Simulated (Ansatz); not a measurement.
System: AlS, charge 0, multiplicity 2. 
Coordinates optimised at B3LYP-D3(BJ)/def2-TZVP (Ansatz, a first-principles code):
```
Al
S 1 2.0456
```
Charge 0, spin multiplicity 2.

Basis-set convergence of Hartree-Fock and CCSD(T) correlation energies (hartree) with Ansatz. Valence correlation only, unless marked. Open shells are spin-unrestricted. No spin-orbit coupling. No relativistic terms.

```
basis       functions       E(HF)  E(corr, CCSD(T))
----------  ---------  ----------  ----------------
def2-SVP           36  -639.24540          -0.19166
def2-TZVPP         84  -639.46888          -0.24997
def2-QZVPP        140  -639.48640          -0.26858
```

Extrapolating the two largest sets (X = 3 and 4) as X^-3: E(corr) = (64·(-0.26858) - 27·(-0.24997))/37 = -0.2822 Eh, an estimate of the basis-set limit. The largest set recovers 95.2 % of it, the smallest 67.9 %.
